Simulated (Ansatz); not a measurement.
```yaml
crystal:
  periodic: [false, false, false]
  atoms:
    - {symbol: C, position_ang: [-2.831298, 3.747587, 0.550738]}
    - {symbol: Zn, position_ang: [0.313397, 1.915161, 0.258918]}
    - {symbol: S, position_ang: [3.907007, -0.063879, -0.053230]}
    - {symbol: Si, position_ang: [2.479626, -3.785958, -0.554020]}
    - {symbol: H, position_ang: [-4.198384, 2.658593, 1.647576]}
    - {symbol: H, position_ang: [-3.632592, 4.113551, -1.314768]}
    - {symbol: H, position_ang: [-2.527994, 5.554805, 1.498989]}
    - {symbol: H, position_ang: [0.935644, -4.023911, -2.892639]}
    - {symbol: H, position_ang: [0.872294, -4.604336, 1.604346]}
    - {symbol: H, position_ang: [4.682300, -5.511612, -0.745928]}
basis:
  gaussian: {orbitals: def2-SVP}
hamiltonian: {xc: {name: B97M-V}}
```

```sh
$ ansatz run in.yaml --threads 4 --pin off --events-out ev --progress --plain --max-ram 10444MiB
```

Output, abridged:

```
Functional definition: B97M-V
1265 factors; their error is unknown
mean field evaluation 1: about -68191.7009 eV, gradient 5.0e1 eV
mean field evaluation 2: about -67780.3240 eV, gradient 1.3e2 eV
mean field evaluation 4: about -68187.5693 eV, gradient 5.3e1 eV
mean field evaluation 8: about -68212.2899 eV, gradient 1.2e0 eV
mean field evaluation 16: about -68212.2479 eV, gradient 6.2e-4 eV
mean field -68212.24789985 eV, -2506.7538743973 hartree, gradient 3.8e-6 eV, S^2 0.000000; 10 other end points of the search recorded, 0 dependent functions left out
reference -68212.24800338 eV, -2506.7538782017 hartree; 36, 36 occupied and 75, 75 virtual orbitals, 1265 factors
Total energy: -68212.24800338 eV, -2506.7538782017 hartree
```

**Question.** Something in this input is off. What?

**Answer.** The coordinates are in bohr but typed as ångström. The run converged. The result belongs to that input, not to the molecule as meant.
